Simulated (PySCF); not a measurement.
# [Eu(NH3)]3+ relaxed at several levels

Computed with PySCF 2.14.0, def2-SVP on the ligands, density fitting, scalar-relativistic core potentials, no spin-orbit coupling, vacuum. Each row is relaxed at its own level from the same template. Distances are means of the shortest metal–ligand contacts, charges and spins Mulliken's; removal energies are rigid, with the ligand's formal charge and no counterpoise, so too large; for an anion taken off a cation in vacuum most of it is the attraction of opposite charges, and multiply charged cations can part far more cheaply with an electron moved from ligand to metal. lcecp potentials hold a fixed number of 4f electrons in the core, out of states, spins and gaps.

```
level      basis on the metal  point group  M–NH3 (Å)  charge on M (e)  removal of one NH3 (eV)  unstable modes (below −25 cm⁻¹)
 PBE0  lcecp-1-SVP with ECP52          C3v      2.355             2.48                     5.59                                0
```

Question: What does the calculation give for TPSS, lcecp-1-SVP with ECP52?

Answer: point group: C3v, M–NH3 (Å): 2.379, charge on M (e): 2.46, removal of one NH3 (eV): 5.60, unstable modes (below −25 cm⁻¹): not given.
```xyz
5

Eu    0.0000    0.0000   -0.1646
N     0.0000    0.0000    2.2146
H     0.9499    0.0000    2.6713
H    -0.4750    0.8226    2.6713
H    -0.4749   -0.8226    2.6713
```

One start shape was tried for each, so a minimum needn't be the lowest isomer.
